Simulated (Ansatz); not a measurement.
Reaction (cleavage of the Sn–Si bond): `[SiH3][SnH3]` + `[SiH3]S` → `[SiH3][S][SnH3]` + SiH₄

Computed with Ansatz on PBE0-D4/def2-TZVP structures; ΔE is electronic, products minus reactants. CCSD(T)/CBS adds triple-zeta CCSD(T) − MP2 to the extrapolated MP2 energy (def2 sets, frozen cores). This one scheme is used for every species. def2 core potentials past Kr. For Sn outer-core shells are correlated without core-valence functions, which leaves a few kJ/mol of doubt a bond.

```
          species  HF/def2-SVP energy (Eh)
   `[SiH3][SnH3]`               -505.64872
        `[SiH3]S`               -688.59379
`[SiH3][S][SnH3]`               -903.10552
             SiH₄               -291.15391
```

Problem. Work out ΔE.

Solution. ΔE = (-903.10552) + (-291.15391) − (-505.64872) − (-688.59379) = -0.01692 Eh = -44.4 kJ/mol. CCSD(T)/CBS gives -43.2 kJ/mol.

Largest T1 diagnostic among the species: 0.013.

Leaving LDA and LC-ωPBE aside and taking each functional with its dispersion term where it has one, the values, not all of them listed here, spread over 12.8 kJ/mol, from BHLYP-D4 to PBE-D4. LDA lies +3.1 kJ/mol from PBE without D4. From BLYP to BHLYP (50 % exact exchange), in def2-TZVPP and without D4, ΔE moves by −6.4 kJ/mol.
